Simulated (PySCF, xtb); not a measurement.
C₅H₅, SMILES [CH]1C=CC=C1 (connectivity only; charge and spin as stated), charge +1, multiplicity 1.

GFN2-xTB run with xtb at its own geometry gives an orbital gap of 0.22 eV.

The structure is a stationary point at PBE0-D3(BJ)/def2-SVP. The spin state was assumed, not searched. The isomer is the one that the SMILES or the coordinates give; other isomers of the formula were not compared.

Question: What does PBE0/def2-TZVP (PySCF) give? (An estimate is asked for; the answer gives what the named calculation found.)

Answer: gap 2.35 eV (levels -13.02 and -10.67 eV).
